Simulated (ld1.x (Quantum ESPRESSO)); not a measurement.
**Building the PAW potential for ytterbium (Yb) (PBE, scalar-relativistic).**

The input file (ld1.x (Quantum ESPRESSO) 7.5):

```
&input
   title='Yb', zed=70., rel=1, dft='PBE', iswitch=3,
   config='[Xe] 4f13 5d1 6s2 6p0',
   nld=4, rlderiv=2.60, eminld=-6.0, emaxld=5.0, deld=0.02
 /
 &inputp
   pseudotype=3, lpaw=.true., tm=.true., lloc=-2, rcloc=1.35,
   nlcc=.true., new_core_ps=.true.,
   which_augfun='BESSEL', rmatch_augfun=0.55,
   file_pseudopw='Yb.UPF', file_wfcaegen='ae.wfc', file_wfcncgen='nc.wfc', file_beta='beta', file_chi='chi', file_wfcusgen='us.wfc'
 /
8
5S  1  0   2.00   0.00  1.85  2.40  0.0
6S  2  0   2.00   0.00  1.85  2.40  0.0
5P  2  1   6.00   0.00  1.85  2.05  0.0
6P  3  1   0.00   0.00  1.85  2.05  0.0
5D  3  2   1.00   0.00  2.05  2.35  0.0
5D  3  2   0.00   4.35  2.05  2.35  0.0
4F  4  3  13.00   0.00  0.70  0.85  0.0
4F  4  3   0.00   1.30  0.70  0.85  0.0
 &test
   configts(1)='4f13 5s2 5p6 5d1 6s2 6p0'
 /
```

Command:

```bash
ld1.x < Yb.in > Yb.out
```

Resulting log (shortened: banner, matrices, multipoles, cross overlaps and the repeated all-electron block are left out):

```
Program LD1 v.7.5
     --------------------------- All-electron run ----------------------------

     Yb
     scalar relativistic calculation

     atomic number is 70.00
     dft =PBE   lsd =0 sic =0 latt =0  beta=0.20 tr2=1.0E-14
     Exchange-correlation= PBE
                           (   1   4   3   4   0   0   0)
     mesh =1269 r(mesh) =  99.63413 a.u. xmin = -7.00 dx = 0.01250
     1 Ry =  13.60569312 eV, c = 137.03599908

     n l     nl                  e(Ry)          e(Ha)          e(eV)
     1 0     1S 1( 2.00)     -4501.9898     -2250.9949    -61252.6914
     2 0     2S 1( 2.00)      -763.1952      -381.5976    -10383.7998
     2 1     2P 1( 6.00)      -672.6237      -336.3119     -9151.5122
     3 0     3S 1( 2.00)      -172.4929       -86.2465     -2346.8857
     3 1     3P 1( 6.00)      -145.1964       -72.5982     -1975.4973
     4 0     4S 1( 2.00)       -34.3928       -17.1964      -467.9373
     4 1     4P 1( 6.00)       -25.4259       -12.7129      -345.9365
     3 2     3D 1(10.00)      -111.9848       -55.9924     -1523.6313
     5 0     5S 1( 2.00)        -4.3614        -2.1807       -59.3402
     5 1     5P 1( 6.00)        -2.2800        -1.1400       -31.0206
     4 2     4D 1(10.00)       -13.6277        -6.8139      -185.4145
     4 3     4F 1(13.00)        -0.7065        -0.3532        -9.6122
     5 2     5D 1( 1.00)        -0.1367        -0.0684        -1.8602
     6 0     6S 1( 2.00)        -0.3362        -0.1681        -4.5737
     6 1     6P 1( 0.00)        -0.0985        -0.0492        -1.3399

     final scf error:  5.9E-15 reached in  43 iterations

     Etot =  -28119.247771 Ry,  -14059.623885 Ha, -382581.856019 eV

     Ekin =   30648.239932 Ry,   15324.119966 Ha,  416990.547281 eV
     Encl =  -69189.898667 Ry,  -34594.949334 Ha, -941376.528475 eV
     Eh   =   11007.171217 Ry,    5503.585609 Ha,  149760.193735 eV
     Exc  =    -584.760254 Ry,    -292.380127 Ha,   -7956.068561 eV

     normalization and overlap integrals

     s(1S/1S) =  1.000000  <r> =   0.0197  <r2> =    0.0005  r(max) =   0.0123
     s(2S/2S) =  1.000000  <r> =   0.0833  <r2> =    0.0082  r(max) =   0.0708
     s(2P/2P) =  1.000000  <r> =   0.0741  <r2> =    0.0067  r(max) =   0.0572
     s(3S/3S) =  1.000000  <r> =   0.2167  <r2> =    0.0537  r(max) =   0.1997
     s(3P/3P) =  1.000000  <r> =   0.2162  <r2> =    0.0542  r(max) =   0.1972
     s(4S/4S) =  1.000000  <r> =   0.4875  <r2> =    0.2683  r(max) =   0.4557
     s(4P/4P) =  1.000000  <r> =   0.5176  <r2> =    0.3049  r(max) =   0.4790
     s(3D/3D) =  1.000000  <r> =   0.1961  <r2> =    0.0451  r(max) =   0.1595
     s(5S/5S) =  1.000000  <r> =   1.1919  <r2> =    1.6003  r(max) =   1.0661
     s(5P/5P) =  1.000000  <r> =   1.4158  <r2> =    2.2849  r(max) =   1.2232
     s(4D/4D) =  1.000000  <r> =   0.5585  <r2> =    0.3621  r(max) =   0.4912
     s(4F/4F) =  1.000000  <r> =   0.7408  <r2> =    0.7312  r(max) =   0.4790
     s(5D/5D) =  1.000000  <r> =   2.9074  <r2> =   10.8278  r(max) =   1.8478
     s(6S/6S) =  1.000000  <r> =   3.6914  <r2> =   15.5520  r(max) =   3.1237
     s(6P/6P) =  1.000000  <r> =   5.4270  <r2> =   34.2814  r(max) =   4.3232

     ------------------------ End of All-electron run ------------------------

     --------------------- Generating PAW atomic setup --------------------

      Generating local potential from pseudized AE potential:
      Matching radius rcloc =   1.3500
      Enforcing V''(0)=0 (lloc=-2)

      Local pseudo, rcloc= 1.352 Estimated cut-off energy=    17.30 Ry

      Computing core charge for nlcc:

       r > 0.61 : true rho core
      Core charge pseudized with two Bessel functions
      Integrated core pseudo-charge :  26.64
      Wfc-us  5S rcutus= 2.402  Estimated cut-off energy=    10.08 Ry
      Wfc-us  6S rcutus= 2.402  Estimated cut-off energy=    20.53 Ry
      Wfc-us  5P rcutus= 2.068  Estimated cut-off energy=    19.65 Ry
      Wfc-us  6P rcutus= 2.068  Estimated cut-off energy=    35.19 Ry
      Wfc-us  5D rcutus= 2.343  Estimated cut-off energy=    20.52 Ry
      Wfc-us  5D rcutus= 2.343  Estimated cut-off energy=    18.88 Ry
      Wfc-us  4F rcutus= 0.841  Estimated cut-off energy=   221.97 Ry
      Wfc-us  4F rcutus= 0.841  Estimated cut-off energy=   235.46 Ry

     Required augmentation: BESSEL   radius:    0.550000
     Suggested rho cutoff for augmentation: 499.11 Ry

     Estimated PAW energy =-1010.621699 Ryd

     ------------------- End of pseudopotential generation -------------------

     Computing logarithmic derivative in   2.60589
     Computing logarithmic derivative in   2.60589
     Computing the partial wave expansion
     R is outside the sphere for l=    0 j= 0.00
     R is outside the sphere for l=    0 j= 0.00
     R is outside the sphere for l=    1 j= 0.00
     R is outside the sphere for l=    1 j= 0.00
     R is outside the sphere for l=    2 j= 0.00
     R is outside the sphere for l=    2 j= 0.00
     R is outside the sphere for l=    3 j= 0.00
     R is outside the sphere for l=    3 j= 0.00

     ---------------------- Testing the pseudopotential ----------------------

     Yb
     scalar relativistic calculation

     atomic number is 70.00   valence charge is 24.00
     dft = SLA  PW   PBX  PBC   lsd =0 sic =0 latt =0  beta=0.20 tr2=1.0E-14
     mesh =1269 r(mesh) =  99.63413 xmin = -7.00 dx = 0.01250

     n l     nl             e AE (Ry)        e PS (Ry)    De AE-PS (Ry)
     4 3     4F   1(13.00)       -0.70649       -0.70651        0.00002
     1 0     5S   1( 2.00)       -4.36142       -4.36143        0.00001
     2 1     5P   1( 6.00)       -2.27997       -2.27998        0.00000
     3 2     5D   1( 1.00)       -0.13672       -0.13673        0.00001
     2 0     6S   1( 2.00)       -0.33616       -0.33615       -0.00001
     3 1     6P   1( 0.00)       -0.09848       -0.09848        0.00000

     eps = 8.5E-15  iter = 14

     Etot =  -28119.247771 Ry,  -14059.623885 Ha, -382581.856019 eV
     Etotps = -1010.621720 Ry,    -505.310860 Ha,  -13750.208985 eV

     Ekin =     887.330576 Ry,     443.665288 Ha,   12072.747519 eV
     Encl =   -1783.178915 Ry,    -891.589457 Ha,  -24261.385094 eV
     Ehrt =     469.986810 Ry,     234.993405 Ha,    6394.496305 eV
     Ecxc =    -584.760191 Ry,    -292.380096 Ha,   -7956.067715 eV
     (Ecc =    -113.359173 Ry,     -56.679586 Ha,   -1542.330118 eV)

     ---------------------- End of pseudopotential test ----------------------
```

Generation and configuration tests took about 2.5 s on one core of a shared server CPU.

Transferability test of the new file with ld1.x, input:

```
&input
   title='Yb', zed=70., rel=1, dft='PBE', iswitch=2,
   config='[Xe] 4f13 5d1 6s2 6p0'
 /
 &test
   file_pseudo='Yb.UPF', nconf=8,
   configts(1)='4f13 5s2 5p6 5d1 6s2 6p0',
   configts(2)='4f14 5s2 5p6 5d0 6s2 6p0',
   configts(3)='4f14 5s2 5p6 5d0 6s1 6p0',
   configts(4)='4f14 5s2 5p6 5d0 6s0 6p0',
   configts(5)='4f14 5s2 5p5 5d0 6s2 6p0',
   configts(6)='4f14 5s2 5p6 5d0 6s0 6p2',
   configts(7)='4f14 5s2 5p6 5d0 6s0 6p1',
   configts(8)='4f14 5s2 5p6 5d0.5 6s1.5 6p0'
 /
```

```bash
ld1.x < Yb.test.in > Yb.test.out
```

Pseudopotential blocks of its output, shortened (energy terms left out):

```
     ---------------------- Testing the pseudopotential ----------------------

     n l     nl             e AE (Ry)        e PS (Ry)    De AE-PS (Ry)
     4 3     4F   1(13.00)       -0.70649       -0.70651        0.00002
     1 0     5S   1( 2.00)       -4.36142       -4.36143        0.00001
     2 1     5P   1( 6.00)       -2.27997       -2.27998        0.00000
     3 2     5D   1( 1.00)       -0.13672       -0.13673        0.00001
     2 0     6S   1( 2.00)       -0.33616       -0.33615       -0.00001
     3 1     6P   1( 0.00)       -0.09848       -0.09848        0.00000

     eps = 8.5E-15  iter = 14

     Etot =  -28119.247771 Ry,  -14059.623885 Ha, -382581.856019 eV
     Etotps = -1010.621720 Ry,    -505.310860 Ha,  -13750.208986 eV

     ---------------------- End of pseudopotential test ----------------------
```

The test run then stopped with an error in new_paw_hamiltonian: “negative rho”.
